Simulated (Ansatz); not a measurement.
Species: C₃H₂O₃, charge 0, singlet. C3H2O3 (1,3-dioxol-2-one, SMILES O=c1occo1).
B3LYP-D3(BJ)/def2-TZVP minimum from Ansatz (an electronic-structure program):
```xyz
8

O      1.9459    -0.0062     0.3247
C      0.7774    -0.0025     0.1297
O      0.0317     1.0642    -0.2984
C     -1.2802     0.6419    -0.3957
C     -1.3433    -0.6335    -0.0422
O     -0.0735    -1.0641     0.2915
H     -2.0112     1.3573    -0.7212
H     -2.1448    -1.3441     0.0276
```
Charge 0, spin multiplicity 1.

Atomisation energy term by term, kcal/mol (programs: Ansatz). Open shells are spin-unrestricted; no spin-orbit coupling. Correlated methods leave the cores frozen. Rows without X2C or -DK are non-relativistic. CBS(X,Y): correlation extrapolated as X^-3, Hartree-Fock from the larger set. A bracket is a step between two methods taken in the basis named. '+ core + X2C': CCSD(T) terms for core correlation (cc-pwCVTZ) and scalar relativity (cc-pVTZ-DK). Where a partner has so few electrons that a lower coupled-cluster level is exact, that level stands in.

```tsv
term	basis	kcal/mol
Hartree-Fock	cc-pVQZ	600.48
CCSD correlation	CBS(cc-pVTZ,cc-pVQZ)	283.70
(T)	CBS(cc-pVTZ,cc-pVQZ)	27.38
CCSDT(Q) - CCSD(T)	cc-pVDZ	1.44
core correlation	cc-pwCVTZ	4.31
scalar relativity	X2C, cc-pVTZ-DK	-1.17
sum: De		916.1
```
